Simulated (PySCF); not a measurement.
Cd(Br)(SeH) (BrCdHSe), SMILES [SeH][Cd][Br].

Geometry optimised at r2SCAN-D4/def2-SVP. The structure was generated by enumeration; whether it is a known compound was not checked. The def2 effective core potentials stand for the cores of Cd; spin–orbit coupling is left out. Other conformers were not sampled.

Calculation: TDA-PBE/def2-SVPD (PySCF).

Vertical excitations.  State labels are in the subgroup Cs.

Computed lowest excited states:
| state | symmetry | energy (eV) | λ (nm) | f | main pairs |
|---|---|---|---|---|---|
| S1 | A" | 3.53 | 352 | 0.010 | HOMO→LUMO 100 % |
| S2 | A' | 4.42 | 280 | 0.011 | HOMO−1→LUMO 100 % |
| S3 | A" | 4.45 | 279 | 0.016 | HOMO−2→LUMO 100 % |
| S4 | A" | 4.56 | 272 | 0.000 | HOMO→LUMO+1 99 % |
| S5 | A' | 5.05 | 246 | 0.004 | HOMO→LUMO+2 75 %, HOMO−3→LUMO 24 % |
| S6 | A" | 5.44 | 228 | 0.018 | HOMO→LUMO+3 85 %, HOMO−2→LUMO+1 15 % |
| S7 | A" | 5.49 | 226 | 0.004 | HOMO−2→LUMO+1 85 %, HOMO→LUMO+3 14 % |
| S8 | A' | 5.54 | 224 | 0.005 | HOMO−1→LUMO+1 85 % |
| S9 | A" | 5.87 | 211 | 0.000 | HOMO−1→LUMO+2 100 % |
| S10 | A' | 5.98 | 207 | 0.041 | HOMO−2→LUMO+2 74 %, HOMO−4→LUMO 16 % |
| T1 | A" | 3.19 | 389 | 0 | HOMO→LUMO 100 % |
| T2 | A' | 4.12 | 301 | 0 | HOMO−1→LUMO 100 % |
| T3 | A" | 4.14 | 300 | 0 | HOMO−2→LUMO 100 % |
| T4 | A" | 4.43 | 280 | 0 | HOMO→LUMO+1 99 % |
Triplets are in the Tamm–Dancoff approximation.
